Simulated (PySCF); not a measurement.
Si(Cl)(Br)(NH2)2 (BrClH4N2Si), SMILES N[Si](N)(Cl)Br. Atoms are numbered in the order given.

```xyz
9

N     -1.6859    -1.3231     0.4171
Si    -0.1532    -0.5830     0.3986
N      1.0478    -1.7870     0.3616
Cl    -0.1570     0.6711     2.0488
Br     0.3050     0.7258    -1.3542
H     -1.9296    -1.9832    -0.3132
H     -2.4908    -0.8085     0.7548
H      1.0467    -2.5153     1.0675
H      1.9790    -1.5710     0.0267
```
Charge 0, spin multiplicity 1.

Geometry: PBE0-D3(BJ)/def2-SVP. The structure was generated by enumeration, and PubChem lists no compound with its InChIKey, so it may never have been made. The values are those of a single conformer.

Two levels are set side by side: PBE/pcSseg-1 (PySCF) and PBE0/pcSseg-1 (PySCF). GIAO shifts against HCl (³⁵Cl), NH3 (¹⁵N), TMS (²⁹Si), TMS (¹H) at the same level; non-relativistic, no solvent, atoms listed together averaged. Without spin–orbit terms, shifts of atoms bonded to Cl or Br come out too high at both levels. Differences are taken from unrounded values.

```
quantity                 PBE0    PBE  PBE minus PBE0
----------------------  -----  -----  --------------
δ(¹⁵N) of N1, N3 (ppm)   50.1   56.1             6.0
δ(²⁹Si) of Si2 (ppm)     -5.8   -7.1            -1.3
δ(³⁵Cl) of Cl4 (ppm)    124.3  146.6            22.3
```

Rough cost on one machine, each run with all the roots and properties that it gave: PBE0 against PBE within a factor of 2.
